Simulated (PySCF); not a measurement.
AgCl, SMILES [Cl][Ag], multiplicity 1.

Coordinates come from a PBE-D3(BJ)/def2-TZVPD optimisation. The spin state was assumed, not searched. The def2 effective core potentials stand for the cores of Ag; spin–orbit coupling is left out.

Computed with PBE-D3(BJ)/def2-TZVPD run with PySCF 2.14.0.

Frequencies are harmonic and unscaled.

| mode | ν (cm⁻¹) | IR (km/mol) | moving atoms (share of kinetic energy) |
|---|---|---|---|
| 1 | 325 | 13.9 | Cl 75 %, Ag 25 % |
